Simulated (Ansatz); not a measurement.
Ansatz (a program for electronic structure) input (B3LYP-D3(BJ)/def2-TZVP):

Ansatz 0.2 input:
```yaml
crystal:
  periodic: [false, false, false]
  atoms:
    - {symbol: C, position_ang: [0.02588439, 0.01144456, -1.23030756]}
    - {symbol: C, position_ang: [0.01695385, 0.00512397, 0.11335967]}
    - {symbol: C, position_ang: [0.11826473, 0.03420598, 1.38645749]}
    - {symbol: H, position_ang: [-0.96661781, -0.30464710, -1.61705762]}
basis:
  gaussian:
    orbitals: def2-TZVP
hamiltonian:
  xc: b3lyp
  dispersion: d3bj
total_charge: -1
phonons: {temperatures: {t_min: 298.15, t_max: 298.15, t_step: 100}}
```

Output:

```
Functional definition: B3LYP
integrals: 0.02 GiB planned
584 factors; their error is unknown
mean field: 0.22 GiB planned
mean field evaluation 1: about -3122.2203 eV, gradient 2.1e1 eV
mean field evaluation 2: about -3121.1272 eV, gradient 2.8e1 eV
mean field evaluation 4: about -3123.5198 eV, gradient 1.7e0 eV
mean field evaluation 8: about -3123.5268 eV, gradient 3.9e-1 eV
mean field evaluation 16: about -3123.5270 eV, gradient 1.5e-5 eV
mean field -3123.52699125 eV, -114.7874997257 hartree, gradient 1.5e-5 eV, S^2 0.000000; 0 other end points of the search recorded, 0 dependent functions left out
the calculation of the forces begins
reference -3123.52717699 eV, -114.7875065518 hartree; 10, 10 occupied and 89, 89 virtual orbitals, 584 factors
these checks for a lower state are left out or cut short: stability, starts, cluster_reference, orbital_swaps, neighbouring_geometries, increment
integrals: 0.02 GiB planned
584 factors; their error is unknown
mean field: 0.22 GiB planned
mean field -3123.52690345 eV, -114.7874964994 hartree, gradient 2.1e-6 eV, S^2 0.000000; 0 other end points of the search recorded, 0 dependent functions left out
the calculation of the forces begins
reference -3123.52708918 eV, -114.7875033248 hartree; 10, 10 occupied and 89, 89 virtual orbitals, 584 factors
these checks for a lower state are left out or cut short: stability, starts, cluster_reference, orbital_swaps, neighbouring_geometries, increment
integrals: 0.02 GiB planned
584 factors; their error is unknown
mean field: 0.22 GiB planned
mean field evaluation 32: about -3123.5269 eV, gradient 2.0e-6 eV
mean field -3123.52690578 eV, -114.7874965850 hartree, gradient 2.0e-6 eV, S^2 0.000000; 0 other end points of the search recorded, 0 dependent functions left out
the calculation of the forces begins
reference -3123.52709155 eV, -114.7875034117 hartree; 10, 10 occupied and 89, 89 virtual orbitals, 584 factors
these checks for a lower state are left out or cut short: stability, starts, cluster_reference, orbital_swaps, neighbouring_geometries, increment
integrals: 0.02 GiB planned
584 factors; their error is unknown
mean field: 0.22 GiB planned
mean field -3123.52690093 eV, -114.7874964066 hartree, gradient 2.1e-6 eV, S^2 0.000000; 0 other end points of the search recorded, 0 dependent functions left out
the calculation of the forces begins
reference -3123.52708663 eV, -114.7875032308 hartree; 10, 10 occupied and 89, 89 virtual orbitals, 584 factors
these checks for a lower state are left out or cut short: stability, starts, cluster_reference, orbital_swaps, neighbouring_geometries, increment
integrals: 0.02 GiB planned
584 factors; their error is unknown
mean field: 0.22 GiB planned
mean field -3123.52692827 eV, -114.7874974113 hartree, gradient 3.1e-6 eV, S^2 0.000000; 0 other end points of the search recorded, 0 dependent functions left out
the calculation of the forces begins
reference -3123.52711407 eV, -114.7875042392 hartree; 10, 10 occupied and 89, 89 virtual orbitals, 584 factors
these checks for a lower state are left out or cut short: stability, starts, cluster_reference, orbital_swaps, neighbouring_geometries, increment
integrals: 0.02 GiB planned
584 factors; their error is unknown
mean field: 0.22 GiB planned
mean field -3123.52696024 eV, -114.7874985860 hartree, gradient 2.0e-6 eV, S^2 0.000000; 0 other end points of the search recorded, 0 dependent functions left out
the calculation of the forces begins
reference -3123.52714597 eV, -114.7875054116 hartree; 10, 10 occupied and 89, 89 virtual orbitals, 584 factors
these checks for a lower state are left out or cut short: stability, starts, cluster_reference, orbital_swaps, neighbouring_geometries, increment
integrals: 0.02 GiB planned
584 factors; their error is unknown
mean field: 0.22 GiB planned
mean field -3123.52695873 eV, -114.7874985306 hartree, gradient 2.1e-6 eV, S^2 0.000000; 0 other end points of the search recorded, 0 dependent functions left out
the calculation of the forces begins
reference -3123.52714449 eV, -114.7875053572 hartree; 10, 10 occupied and 89, 89 virtual orbitals, 584 factors
these checks for a lower state are left out or cut short: stability, starts, cluster_reference, orbital_swaps, neighbouring_geometries, increment
integrals: 0.02 GiB planned
584 factors; their error is unknown
mean field: 0.22 GiB planned
mean field evaluation 64: about -3123.5275 eV, gradient 4.7e-1 eV
mean field -3123.52682886 eV, -114.7874937580 hartree, gradient 2.4e-6 eV, S^2 0.000000; 0 other end points of the search recorded, 0 dependent functions left out
the calculation of the forces begins
reference -3123.52701459 eV, -114.7875005836 hartree; 10, 10 occupied and 89, 89 virtual orbitals, 584 factors
these checks for a lower state are left out or cut short: stability, starts, cluster_reference, orbital_swaps, neighbouring_geometries, increment
integrals: 0.02 GiB planned
584 factors; their error is unknown
mean field: 0.22 GiB planned
mean field -3123.52683193 eV, -114.7874938707 hartree, gradient 2.4e-6 eV, S^2 0.000000; 0 other end points of the search recorded, 0 dependent functions left out
the calculation of the forces begins
reference -3123.52701768 eV, -114.7875006973 hartree; 10, 10 occupied and 89, 89 virtual orbitals, 584 factors
these checks for a lower state are left out or cut short: stability, starts, cluster_reference, orbital_swaps, neighbouring_geometries, increment
integrals: 0.02 GiB planned
584 factors; their error is unknown
mean field: 0.22 GiB planned
mean field -3123.52699088 eV, -114.7874997121 hartree, gradient 2.1e-6 eV, S^2 0.000000; 0 other end points of the search recorded, 0 dependent functions left out
the calculation of the forces begins
reference -3123.52717664 eV, -114.7875065388 hartree; 10, 10 occupied and 89, 89 virtual orbitals, 584 factors
these checks for a lower state are left out or cut short: stability, starts, cluster_reference, orbital_swaps, neighbouring_geometries, increment
integrals: 0.02 GiB planned
584 factors; their error is unknown
mean field: 0.22 GiB planned
mean field -3123.52697833 eV, -114.7874992511 hartree, gradient 2.1e-6 eV, S^2 0.000000; 0 other end points of the search recorded, 0 dependent functions left out
the calculation of the forces begins
reference -3123.52716406 eV, -114.7875060765 hartree; 10, 10 occupied and 89, 89 virtual orbitals, 584 factors
these checks for a lower state are left out or cut short: stability, starts, cluster_reference, orbital_swaps, neighbouring_geometries, increment
integrals: 0.02 GiB planned
584 factors; their error is unknown
mean field: 0.22 GiB planned
mean field evaluation 96: about -3123.5267 eV, gradient 3.9e-1 eV
mean field -3123.52691396 eV, -114.7874968855 hartree, gradient 2.1e-6 eV, S^2 0.000000; 0 other end points of the search recorded, 0 dependent functions left out
the calculation of the forces begins
reference -3123.52709978 eV, -114.7875037141 hartree; 10, 10 occupied and 89, 89 virtual orbitals, 584 factors
these checks for a lower state are left out or cut short: stability, starts, cluster_reference, orbital_swaps, neighbouring_geometries, increment
integrals: 0.02 GiB planned
584 factors; their error is unknown
mean field: 0.22 GiB planned
mean field -3123.52686185 eV, -114.7874949705 hartree, gradient 2.1e-6 eV, S^2 0.000000; 0 other end points of the search recorded, 0 dependent functions left out
the calculation of the forces begins
reference -3123.52704753 eV, -114.7875017939 hartree; 10, 10 occupied and 89, 89 virtual orbitals, 584 factors
these checks for a lower state are left out or cut short: stability, starts, cluster_reference, orbital_swaps, neighbouring_geometries, increment
integrals: 0.02 GiB planned
584 factors; their error is unknown
mean field: 0.22 GiB planned
mean field -3123.52691069 eV, -114.7874967653 hartree, gradient 2.0e-6 eV, S^2 0.000000; 0 other end points of the search recorded, 0 dependent functions left out
the calculation of the forces begins
reference -3123.52709645 eV, -114.7875035918 hartree; 10, 10 occupied and 89, 89 virtual orbitals, 584 factors
these checks for a lower state are left out or cut short: stability, starts, cluster_reference, orbital_swaps, neighbouring_geometries, increment
integrals: 0.02 GiB planned
584 factors; their error is unknown
mean field: 0.22 GiB planned
mean field -3123.52692240 eV, -114.7874971955 hartree, gradient 2.1e-6 eV, S^2 0.000000; 0 other end points of the search recorded, 0 dependent functions left out
the calculation of the forces begins
reference -3123.52710813 eV, -114.7875040211 hartree; 10, 10 occupied and 89, 89 virtual orbitals, 584 factors
these checks for a lower state are left out or cut short: stability, starts, cluster_reference, orbital_swaps, neighbouring_geometries, increment
integrals: 0.02 GiB planned
584 factors; their error is unknown
mean field: 0.22 GiB planned
mean field evaluation 128: about -3123.5270 eV, gradient 6.7e-3 eV
mean field -3123.52696925 eV, -114.7874989174 hartree, gradient 3.0e-6 eV, S^2 0.000000; 0 other end points of the search recorded, 0 dependent functions left out
the calculation of the forces begins
reference -3123.52715499 eV, -114.7875057432 hartree; 10, 10 occupied and 89, 89 virtual orbitals, 584 factors
these checks for a lower state are left out or cut short: stability, starts, cluster_reference, orbital_swaps, neighbouring_geometries, increment
integrals: 0.02 GiB planned
584 factors; their error is unknown
mean field: 0.22 GiB planned
mean field -3123.52699107 eV, -114.7874997193 hartree, gradient 2.9e-6 eV, S^2 0.000000; 0 other end points of the search recorded, 0 dependent functions left out
the calculation of the forces begins
reference -3123.52717683 eV, -114.7875065456 hartree; 10, 10 occupied and 89, 89 virtual orbitals, 584 factors
Total energy: -3123.62850625 eV, -114.7912303332 hartree
Atom 0 at     0.025884     0.011445    -1.230308 Å, force     0.000297     0.000094     0.000214 eV/Å
Atom 1 at     0.016954     0.005124     0.113360 Å, force    -0.000153    -0.000045    -0.001572 eV/Å
Atom 2 at     0.118265     0.034206     1.386457 Å, force     0.000016     0.000002     0.001135 eV/Å
Atom 3 at    -0.966618    -0.304647    -1.617058 Å, force    -0.000161    -0.000052     0.000223 eV/Å
Dipole moment:    -0.317277    -0.100401    -0.373680 e Å
Vibrations: 309.70 435.63 1046.43 1141.88 1860.63 2839.70 cm⁻¹, zero-point energy 0.473245 eV
```

It need not be the lowest isomer of its formula.
